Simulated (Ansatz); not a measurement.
Born–Oppenheimer molecular dynamics of Cl₃H₄N₂Ta (10 atoms, charge 0, multiplicity 1). It starts from a relaxed structure.

All numbers below come from RKS PBE/def2-SVP (Ansatz).

```yaml
ensemble: NVT, Langevin thermostat
time_step: 1 fs
steps_asked: 250
set_temperature: 700 K
friction: 0.01 /fs
seed: 721815
```

First frame:

```xyz
10
Properties=species:S:1:pos:R:3
Ta 0.042 0.000 0.018
Cl 2.381 -0.002 0.115
Cl -0.261 0.009 2.351
Cl -0.038 -0.010 -2.331
N -0.954 1.722 -0.019
H -1.403 2.148 0.798
H -1.235 2.200 -0.882
N -0.957 -1.721 -0.005
H -1.401 -2.141 0.819
H -1.244 -2.204 -0.863
```

Q: How far do the bonds stretch over the last three quarters of this one trajectory? (Pairs bonded in most of those frames.)

A: 
```
   bond  mean (Å)  spread (Å)  shortest  longest
Ta1–Cl2     2.317       0.069      2.20     2.44
Ta1–Cl3     2.397       0.069      2.25     2.51
Ta1–Cl4     2.360       0.052      2.29     2.50
 Ta1–N5     2.016       0.064      1.91     2.13
 Ta1–N8     1.997       0.068      1.90     2.13
  N5–H6     1.032       0.029      0.97     1.09
  N5–H7     1.038       0.040      0.96     1.12
  N8–H9     1.029       0.019      0.98     1.07
 N8–H10     1.034       0.022      0.99     1.10
```

Pairs bonded in part of these frames only: Ta1–H7 8 %, Ta1–H10 30 %.

Mean temperature of the second half: 711 K. A run of 0.25 ps of so small a system gives no equilibrium averages.

The run took 9 min on 4 threads of Arm Neoverse V1, on a shared host, peak memory 0.23 GiB.
